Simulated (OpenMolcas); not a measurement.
Ni III: effect of the active space

```json
{
 "Program": "OpenMolcas 26.06",
 "Method": "SS-CASPT2, IPEA 0.25 Eh, imaginary shift 0.1 Eh",
 "Basis": "ANO-R2",
 "Scalar Hamiltonian": "X2C, finite nucleus",
 "Spin-orbit coupling": "state interaction with AMFI integrals over the reference wave functions, term energies averaged over their components"
}
```

A. 8 electrons in 5 orbitals (3d); 2S+1 = 3 even, 10 roots; 2S+1 = 1 even, 15 roots; closed shells correlated: 3s 3p; CASPT2 step about 6 core-seconds
B. 8 electrons in 6 orbitals (3d 4s); 2S+1 = 3 even, 55 roots; 2S+1 = 5 even, 10 roots kept (CI in the orbitals of an earlier block); 2S+1 = 1 even, 50 roots kept (CI in the orbitals of an earlier block); closed shells correlated: 3s 3p; CASPT2 step roughly 60 core-seconds
C. 8 electrons in 10 orbitals (3d 4d); 2S+1 = 3 even, 10 roots; 2S+1 = 1 even, 15 roots; closed shells correlated: 3s 3p; CASPT2 step roughly 11 core-minutes

Energies in cm-1 above 3d8 3F4, the measured ground level; measured values from Corliss and Sugar, J. Phys. Chem. Ref. Data 10, 197 (1981).

```tsv
Level	A	B	C	Measured
3d8 3F4	0.0	0.0	0.0	0.0
3d8 3F3	1361	1454	1351	1361
3d8 3F2	2270	2420	2260	2270
3d8 1D2	13060	13340	13870	14032
3d8 3P2	16660	16750	16850	16662
3d8 3P1	17040	17120	17160	16978
3d8 3P0	17300	17390	17420	17231
3d8 1G4	22680	22910	23570	23109
3d8 1S0	52480	51750	53140	52532
```

Deviations, from unrounded energies. A percentage is the sum of absolute deviations over the sum of measured energies, with the sign that they share, or ± where signs differ.

```csv
Against measurement,Levels,A,B,C
mean absolute deviation (cm-1),8,200,290,230
fine structure of the ground term (%),2,±0.0,+6.6,-0.6
other terms of the ground configuration (%),6,±1.1,±1.5,±1.3
```

A lies closest to measurement on these levels and B furthest from it. The largest miss of A in the table is 3d8 1D2, by -970 cm-1. The ranking rests on the paired levels alone, and a cruder setting can come out closer through cancelling errors.

The two smallest mean deviations differ by little beside CASPT2's spread within terms, so their order carries little weight.

Among A to C the level of the table that moves most is 3d8 1S0, by 1400 cm-1 (lowest in B, highest in C). Moves below CASPT2's spread within the term are not significant.

Term energies are means over components that CASPT2 splits; among the terms shown or strongly mixed into the levels shown the widest spread is 900 cm-1 (3d8 1G, B). Some levels mix across a computed gap that differs much from the measured one, so their mixing is not that of the real levels (holds for A). Terms from blocks run as CI alone lack orbitals of their own (holds for B). Active for correlation alone: 4d; no level in the range computed is led by a configuration that fills it, so any true level of that kind is missing (holds for C). Computed and measured levels are paired by configuration, term and J; levels that our copy of the source lacks, or whose pairing is in doubt (as where it misses far off the trend of its configuration), stay unpaired and out of the deviations. Only configurations of the active space appear. The table leaves out levels that lie high or whose names do not pair safely across all columns.
